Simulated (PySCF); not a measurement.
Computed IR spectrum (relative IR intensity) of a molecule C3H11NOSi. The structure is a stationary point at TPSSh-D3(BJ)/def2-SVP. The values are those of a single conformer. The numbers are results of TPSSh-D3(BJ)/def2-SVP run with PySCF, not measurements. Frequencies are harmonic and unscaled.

Lines under 2 % of the strongest are left out, and lines within 2 cm⁻¹ are merged.

| ν (cm⁻¹) | relative intensity |
|---|---|
| 286 | 20 |
| 365 | 64 |
| 443 | 8.5 |
| 555 | 8.9 |
| 715 | 4.1 |
| 809 | 12 |
| 843 | 7.6 |
| 889 | 2.3 |
| 901 | 19 |
| 928 | 63 |
| 941 | 4.8 |
| 948 | 100 |
| 1051 | 51 |
| 1153 | 31 |
| 1156 | 7.2 |
| 1195 | 12 |
| 1358 | 2.1 |
| 1376 | 7.8 |
| 1398 | 6.0 |
| 1409 | 7.3 |
| 1556 | 12 |
| 2246 | 44 |
| 2304 | 45 |
| 2959 | 15 |
| 3031 | 7.1 |
| 3036 | 5.9 |
| 3126 | 23 |
| 3132 | 7.8 |
| 3555 | 6.9 |
| 3651 | 8.3 |

Task: Identify the compound among the candidates.
A) CC(C)O[SiH2]N
B) CCO[SiH2]NC
C) CN[C@@H](C)[SiH2]O
D) CCN[SiH2]OC

Result: A, CC(C)O[SiH2]N
